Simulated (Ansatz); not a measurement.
Reaction (ligand exchange at the Sn–C bond): `[CH3][Sn]([F])([F])[F]` + HBr → `[F][Sn]([F])([F])[Br]` + CH₄

Computed with Ansatz on PBE0-D4/def2-TZVP structures; ΔE is electronic, products minus reactants. CCSD(T)/CBS is the MP2 limit (def2-TZVPP, def2-QZVPP) plus CCSD(T) − MP2 in def2-TZVPP, frozen cores. This one scheme is used for every species. Functionals use def2-TZVPP. def2 core potentials past Kr. For Br, Sn outer-core shells are correlated without core-valence functions, which leaves a few kJ/mol of doubt a bond. Scalar relativity is left out up to krypton.

`[CH3][Sn]([F])([F])[F]`:

```xyz
8

C     1.199    0.181   -0.048
Sn   -0.878   -0.133    0.035
F    -1.876    0.948   -1.164
F    -1.416   -1.907   -0.374
F    -1.650    0.213    1.734
H     1.545   -0.054   -1.053
H     1.401    1.224    0.189
H     1.676   -0.473    0.680
```

HBr:

Cartesian coordinates in Å:
```
Br -0.007 -0.251 0.665
H 0.007 0.251 -0.665
```

`[F][Sn]([F])([F])[Br]`:

Z-matrix (Å, degrees):
```
Sn
F 1 1.884
F 1 1.884 2 106.5
Br 1 2.407 2 112.3 3 123.3
F 1 1.884 2 106.5 3 -113.4
```

CH₄:

Cartesian coordinates in Å:
```
C 0.000 0.000 0.000
H 0.505 -0.225 -0.939
H -0.431 1.000 -0.049
H 0.718 -0.046 0.818
H -0.792 -0.729 0.170
```

```
             level  ΔE (eV)
        r2SCAN0-D4    -0.87
           ωB97X-V    -0.83
            r2SCAN    -0.88
         CAM-B3LYP    -0.81
           LC-ωPBE    -0.79
     HF/def2-TZVPP    -0.96
SCS-MP2/def2-TZVPP    -0.79
SCS-MP2/def2-QZVPP    -0.83
```

Problem. What does CCSD(T)/CBS give? (Best estimate.)

Solution. The calculation gave: -0.82 eV. The listed levels differ from it by -0.05, -0.01, -0.06, 0.01, 0.03, -0.14, 0.03, -0.01 eV.

Largest T1 diagnostic among the species: 0.014.

At CCSD(T), def2-SVP lies −0.03 eV from the extrapolated value and def2-TZVPP +0.07 eV. Leaving LDA and LC-ωPBE aside and taking each functional with its dispersion term where it has one, the values, not all of them listed here, spread over 0.12 eV, from B97M-V to CAM-B3LYP-D4. LDA lies +0.09 eV from PBE without D4.
